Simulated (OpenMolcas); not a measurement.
## Dy IV: from CASSCF to CASPT2

```
Program             : OpenMolcas 26.06
Basis               : ANO-RCC-VTZP [8s7p5d3f2g1h]
Scalar Hamiltonian  : DKH2, point nucleus
Active space        : 9 electrons in 7 orbitals (4f)
State averaging     : 2S+1 = 6 odd, 21 roots (18 in the spin-orbit step); 2S+1 = 4 odd, 224 roots (13 in the spin-orbit step)
Spin-orbit coupling : RASSI with atomic mean-field integrals over the reference wave functions, term energies averaged over their components
```

Methods on the same reference wave functions:
A. CASSCF
B. SS-CASPT2, IPEA 0.25 Eh, imaginary shift 0.1 Eh (closed shells correlated: 5s 5p)

Energies in cm⁻¹ above 4f⁹ ⁶H°_15/2.

| Level | A | B |
| --- | --- | --- |
| 4f⁹ ⁶H°_15/2 | 0.0 | 0.0 |
| 4f⁹ ⁶H°_13/2 | 3601 | 3640 |
| 4f⁹ ⁶H°_11/2 | 6578 | 6650 |
| 4f⁹ ⁶H°_9/2 | 8975 | 9060 |
| 4f⁹ ⁶F°_11/2 | 10790 | 9010 |
| 4f⁹ ⁶H°_7/2 | 10844 | 10930 |
| 4f⁹ ⁶H°_5/2 | 12235 | 12330 |
| 4f⁹ ⁶F°_9/2 | 12977 | 11200 |
| 4f⁹ ⁶F°_7/2 | 14766 | 12990 |
| 4f⁹ ⁶F°_5/2 | 16158 | 14380 |
| 4f⁹ ⁶F°_3/2 | 17151 | 15380 |
| 4f⁹ ⁶F°_1/2 | 17748 | 15970 |

The lowest spin-free term lies below A's lowest term by 0.726 hartree in B.

CASPT2 does not keep the components of a term degenerate, so their means are used; among the terms shown or strongly mixed into the levels shown the widest spread is 110 cm-1 (4f⁹ ⁶H°, B). High states are left out of the spin-orbit mixing, which shifts the levels that they would mix with. Without dynamic correlation excited terms often stand tens of per cent too high (terms of higher spin than the ground term too low), and those without a measured partner can miss by more than the paired ones (holds for A). Levels of configurations outside the active space are missing. The table leaves out levels that lie high or whose names do not pair safely across all columns.

° marks odd parity.
